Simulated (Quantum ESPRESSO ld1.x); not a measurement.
Input file for ld1.x (Quantum ESPRESSO 7.5):

```
 &input
    zed=40.0,
    iswitch=1,
    rel=2,
    dft='SLA-NOC',
    config='[Ar] 3d10 4p6 4d1 5d2 4s0 5p0 4f0 6d0',
    rel_dist='energy',
    verbosity='high',
    lsmall=.true.,
    prefix='ld1',
    max_out_wfc=37,
    file_charge='ld1.rho',
 /
```

Command: `OMP_NUM_THREADS=1 ld1.x < ld1.in > ld1.out`

Output (excerpt):

```
     Program LD1 v.7.5 starts

     --------------------------- All-electron run ----------------------------

     dirac relativistic calculation

     atomic number is 40.00
     dft =SLA-NOC   lsd =0 sic =0 latt =0  beta=0.20 tr2=1.0E-14
     Exchange-correlation= SLA-NOC
                           (   1   0   0   0   0   0   0)
     mesh =2037 r(mesh) =  99.39686 a.u. xmin = -8.00 dx = 0.00800
     1 Ry =  13.60569312 eV, c = 137.03599908

     n l j   nl                  e(Ry)          e(Ha)          e(eV)
     Spin orbit split results
     1 0 0.5 1S 1( 2.00)   -1311.356541708    -655.678270854 -17841.9146813
     2 0 0.5 2S 1( 2.00)    -184.881592334     -92.440796167  -2515.4422094
     2 1 0.5 2P 1( 2.00)    -169.680770329     -84.840385165  -2308.6244900
     2 1 1.5 2P 1( 4.00)    -163.380789617     -81.690394809  -2222.9088857
     3 0 0.5 3S 1( 2.00)     -33.299411837     -16.649705918   -453.0615786
     3 1 0.5 3P 1( 2.00)     -27.636471742     -13.818235871   -376.0133535
     3 1 1.5 3P 1( 4.00)     -26.629559882     -13.314779941   -362.3136198
     3 2 1.5 3D 1( 4.00)     -16.604421527      -8.302210763   -225.9146638
     3 2 2.5 3D 1( 6.00)     -16.419894422      -8.209947211   -223.4040446
     4 1 0.5 4P 1( 2.00)      -5.611762326      -2.805881163    -76.3519161
     4 1 1.5 4P 1( 4.00)      -5.455878711      -2.727939356    -74.2310115
     4 2 1.5 4D 1( 1.00)      -3.004962932      -1.502481466    -40.8846035
     4 2 2.5 4D 1( 0.00)      -2.985410754      -1.492705377    -40.6185826
     5 2 1.5 5D 1( 2.00)      -1.152914418      -0.576457209    -15.6861998
     5 2 2.5 5D 1( 0.00)      -1.148772077      -0.574386038    -15.6298403
     4 0 0.5 4S 1( 0.00)      -7.232905777      -3.616452889    -98.4086964
     5 1 0.5 5P 1( 0.00)      -1.823002104      -0.911501052    -24.8032072
     5 1 1.5 5P 1( 0.00)      -1.791016985      -0.895508492    -24.3680275
     4 3 2.5 4F 1( 0.00)      -1.100245001      -0.550122500    -14.9695958
     4 3 3.5 4F 1( 0.00)      -1.099929271      -0.549964636    -14.9653001
     6 2 1.5 6D 1( 0.00)      -0.589623301      -0.294811651     -8.0222337
     6 2 2.5 6D 1( 0.00)      -0.587944082      -0.293972041     -7.9993867
     Averaged results
     1 0     1S 1( 2.00)   -1311.356541708    -655.678270854 -17841.9146813
     2 0     2S 1( 2.00)    -184.881592334     -92.440796167  -2515.4422094
     2 1     2P 1( 6.00)    -165.480783188     -82.740391594  -2251.4807538
     3 0     3S 1( 2.00)     -33.299411837     -16.649705918   -453.0615786
     3 1     3P 1( 6.00)     -26.965197169     -13.482598584   -366.8801977
     3 2     3D 1(10.00)     -16.493705264      -8.246852632   -224.4082923
     4 1     4P 1( 6.00)      -5.507839916      -2.753919958    -74.9379797
     4 2     4D 1( 1.00)      -2.993231625      -1.496615813    -40.7249909
     5 2     5D 1( 2.00)      -1.150429013      -0.575214507    -15.6523841
     4 0     4S 1( 0.00)      -7.232905777      -3.616452889    -98.4086964
     5 1     5P 1( 0.00)      -1.801678691      -0.900839346    -24.5130874
     4 3     4F 1( 0.00)      -1.100064584      -0.550032292    -14.9671411
     6 2     6D 1( 0.00)      -0.588615769      -0.294307885     -8.0085255

     final scf error:  4.9E-15 reached in  29 iterations

     Etot =   -7168.675753 Ry,   -3584.337876 Ha,  -97534.802392 eV

     Ekin =    7411.102136 Ry,    3705.551068 Ha,  100833.181370 eV
     Encl =  -17191.686056 Ry,   -8595.843028 Ha, -233904.804742 eV
     Eh   =    2821.490759 Ry,    1410.745380 Ha,   38388.337420 eV
     Exc  =    -209.582593 Ry,    -104.791296 Ha,   -2851.516440 eV

     normalization and overlap integrals

     s(1S/1S) =  1.000000  <r> =   0.0371  <r2> =    0.0019  r(max) =   0.0242
     LC norm =  0.97883227 + SC norm =  0.02116773 =  1.00000000
     s(2S/2S) =  1.000000  <r> =   0.1625  <r2> =    0.0312  r(max) =   0.1374
     LC norm =  0.99570290 + SC norm =  0.00429710 =  1.00000000
     s(2P/2P) =  1.000000  <r> =   0.1387  <r2> =    0.0236  r(max) =   0.1072
     LC norm =  0.99569461 + SC norm =  0.00430539 =  1.00000000
     s(2P/2P) =  1.000000  <r> =   0.1431  <r2> =    0.0250  r(max) =   0.1107
     LC norm =  0.99582369 + SC norm =  0.00417631 =  1.00000000
     s(3S/3S) =  1.000000  <r> =   0.4588  <r2> =    0.2415  r(max) =   0.4078
     LC norm =  0.99888226 + SC norm =  0.00111774 =  1.00000000
     s(3P/3P) =  1.000000  <r> =   0.4549  <r2> =    0.2414  r(max) =   0.3950
     LC norm =  0.99893270 + SC norm =  0.00106730 =  1.00000000
     s(3P/3P) =  1.000000  <r> =   0.4654  <r2> =    0.2524  r(max) =   0.4046
     LC norm =  0.99896781 + SC norm =  0.00103219 =  1.00000000
     s(3D/3D) =  1.000000  <r> =   0.4492  <r2> =    0.2439  r(max) =   0.3448
     LC norm =  0.99908018 + SC norm =  0.00091982 =  1.00000000
     s(3D/3D) =  1.000000  <r> =   0.4527  <r2> =    0.2476  r(max) =   0.3475
     LC norm =  0.99909020 + SC norm =  0.00090980 =  1.00000000
     s(4P/4P) =  1.000000  <r> =   1.2583  <r2> =    1.7999  r(max) =   1.1265
     LC norm =  0.99977368 + SC norm =  0.00022632 =  1.00000000
     s(4P/4P) =  1.000000  <r> =   1.2827  <r2> =    1.8696  r(max) =   1.1447
     LC norm =  0.99978045 + SC norm =  0.00021955 =  1.00000000
     s(4D/4D) =  1.000000  <r> =   1.5977  <r2> =    2.9540  r(max) =   1.3650
     LC norm =  0.99985472 + SC norm =  0.00014528 =  1.00000000
     s(4D/4D) =  1.000000  <r> =   1.6064  <r2> =    2.9858  r(max) =   1.3759
     LC norm =  0.99985596 + SC norm =  0.00014404 =  1.00000000
     s(5D/5D) =  1.000000  <r> =   3.9170  <r2> =   17.2431  r(max) =   3.7103
     LC norm =  0.99996165 + SC norm =  0.00003835 =  1.00000000
     s(5D/5D) =  1.000000  <r> =   3.9300  <r2> =   17.3571  r(max) =   3.7103
     LC norm =  0.99996182 + SC norm =  0.00003818 =  1.00000000
     s(4S/4S) =  1.000000  <r> =   1.1633  <r2> =    1.5274  r(max) =   1.0567
     LC norm =  0.99973737 + SC norm =  0.00026263 =  1.00000000
     s(5P/5P) =  1.000000  <r> =   2.9724  <r2> =    9.8958  r(max) =   2.7819
     LC norm =  0.99994167 + SC norm =  0.00005833 =  1.00000000
     s(5P/5P) =  1.000000  <r> =   3.0184  <r2> =   10.2004  r(max) =   2.8267
     LC norm =  0.99994311 + SC norm =  0.00005689 =  1.00000000
     s(4F/4F) =  1.000000  <r> =   2.9416  <r2> =   10.1523  r(max) =   2.4281
     LC norm =  0.99996207 + SC norm =  0.00003793 =  1.00000000
     s(4F/4F) =  1.000000  <r> =   2.9430  <r2> =   10.1611  r(max) =   2.4281
     LC norm =  0.99996212 + SC norm =  0.00003788 =  1.00000000
     s(6D/6D) =  1.000000  <r> =   7.1482  <r2> =   57.3763  r(max) =   7.2075
     LC norm =  0.99998207 + SC norm =  0.00001793 =  1.00000000
     s(6D/6D) =  1.000000  <r> =   7.1680  <r2> =   57.6910  r(max) =   7.2075
     LC norm =  0.99998215 + SC norm =  0.00001785 =  1.00000000

     LC charge = 36.90456458 + SC charge =  0.09543542 = 37.00000000

     ------------------------ End of All-electron run ------------------------
```

Run on one thread of a shared host, so times are rough (Intel(R) Xeon(R) Processor @ 2.60GHz): 0.8 s of CPU time, 0.84 s wall, 29 iterations on 2037 mesh points.
